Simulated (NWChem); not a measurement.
Molecule: heptazine (C6H3N7); SMILES C1=NC2=NC=NC3=NC=NC(=N1)N23

```xyz
16

C     -0.6649    -2.5317     0.0000
N     -1.6801    -1.6682     0.0000
C     -1.3588    -0.3714     0.0000
N     -2.2950     0.5818     0.0000
C     -1.8600     1.8416     0.0000
N     -0.6046     2.2891     0.0000
C      0.3578     1.3625     0.0000
N      1.6513     1.6966     0.0000
C      2.5249     0.6900     0.0000
N      2.2847    -0.6209     0.0000
C      1.0010    -0.9911     0.0000
N      0.6437    -2.2784     0.0000
N      0.0000     0.0000     0.0000
H     -0.9413    -3.5844     0.0000
H     -2.6335     2.6074     0.0000
H      3.5748     0.9770     0.0000
```
Atoms are numbered in this order, from 1.

Results from NWChem. Pople sets run with spherical d functions. Geometry: optimised at B3LYP/6-31G* (spherical d). Not confirmed as a minimum by frequencies. Atomic charges in e: unrestrained fits to the electrostatic potential beside Mulliken populations; buried atoms are poorly determined by the fit.

Problem. What does the run give for Hartree-Fock/6-31G*? Quantities: ESP C1; Mulliken C1; ESP N2; Mulliken N2; ESP C3; Mulliken C3; ESP N4; Mulliken N4; ESP C5; Mulliken C5; relative RMS misfit of the potential (%).

Solution. 
| Quantity | Value |
|---|---|
| ESP C1 | 0.76 |
| Mulliken C1 | 0.30 |
| ESP N2 | -0.90 |
| Mulliken N2 | -0.59 |
| ESP C3 | 1.31 |
| Mulliken C3 | 0.92 |
| ESP N4 | -0.90 |
| Mulliken N4 | -0.59 |
| ESP C5 | 0.76 |
| Mulliken C5 | 0.30 |
| relative RMS misfit of the potential (%) | 21 |
